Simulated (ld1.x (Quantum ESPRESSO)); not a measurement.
# chromium: excitation energies, all-electron against PAW

* Element: Cr
* Generator: ld1.x (Quantum ESPRESSO) 7.5
* Type: PAW
* Functional: PBE
* Relativity: fully relativistic
* Frozen core: [Ne]
* Valence charge: 14
* Reference configuration: 3s2 3p6 3d5.5 4s0.5 4p0
* Partial waves: 3s (bound): rcut 1.45, rcutus 1.75 bohr; 4s (bound): rcut 1.45, rcutus 1.75 bohr; 3p (bound): rcut 1.35, rcutus 1.40 bohr; 4p (bound, empty): rcut 1.35, rcutus 1.40 bohr; 3d (bound): rcut 2.05, rcutus 2.45 bohr; 3d channel at 2.3 Ry: rcut 2.05, rcutus 2.45 bohr
* Local potential: all-electron potential smoothed inside 1.55 bohr (lloc = -1)
* Core correction: a·sin(br)/r model core inside 0.95 bohr
* Augmentation charge: PSQ, inside the norm-conserving radii

Open shells are filled in proportion to 2j + 1 (rel_dist='average').

Energies are relative to the spin-unpolarised reference configuration 3s2 3p6 3d5.5 4s0.5 4p0; without spin polarisation the order of configurations can differ from experiment. The frozen-core shift is the all-electron ΔE with the core orbitals held at their reference shape minus the fully relaxed ΔE.

```tsv
valence configuration	charge	ΔE all-electron (eV)	error AE − PS (meV)	frozen-core shift (meV)
3s2 3p6 3d5 4s1 4p0	0	-0.726	+0.2	+0.1
3s2 3p6 3d5 4s0 4p0	+1	6.175	-0.4	0.0
3s2 3p6 3d4 4s0 4p0	+2	22.228	+5.4	+0.1
3s2 3p6 3d4 4s1 4p0	+1	7.261	+3.5	+0.3
3s2 3p6 3d4 4s1 4p1	0	2.780	+2.9	+0.4
3s2 3p5 3d5 4s1 4p0	+1	50.794	+2.0	+4.3
```

Q: What are ΔE and the potential's error for 3s2 3p6 3d4 4s2 4p0?

A: ΔE = -0.826 eV all-electron; the error (AE − PS) is +1.9 meV.

Levels in the configuration 3s2 3p6 3d4 4s0 4p0:

```csv
level,all-electron (eV),pseudo (eV)
3s j=1/2,-95.131,-95.112
3p j=1/2,-67.140,-67.122
3p j=3/2,-66.108,-66.090
3d j=3/2,-22.913,-22.902
3d j=5/2,-22.818,-22.807
```

The ghost test of this file was not conclusive.
